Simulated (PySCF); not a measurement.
CBrF₂, charge +1, multiplicity 1.

```xyz
4

F      0.0000     1.0702    -1.5307
C      0.0000     0.0000    -0.8573
F      0.0000    -1.0702    -1.5307
Br     0.0000     0.0000     0.9342
```
Charge +1, spin multiplicity 1.

Geometry: PBE-D3(BJ)/def2-SVP. The multiplicity is an assumed one; other spin states were not compared. The isomer is the one that the SMILES or the coordinates give; other isomers of the formula were not compared.

All values below come from KT2/pcSseg-2 in PySCF. Non-relativistic, no solvent.

Computed absolute GIAO shielding of each atom: isotropic value and principal components (ppm):
```csv
atom,σ(iso),σ11,σ22,σ33,span
F1,-1.3,-287.8,108.8,175.2,463.0
C2,-22.9,-126.3,20.5,37.0,163.3
F3,-1.3,-287.8,108.8,175.2,463.0
Br4,1291.2,744.8,1295.4,1833.2,1088.4
```
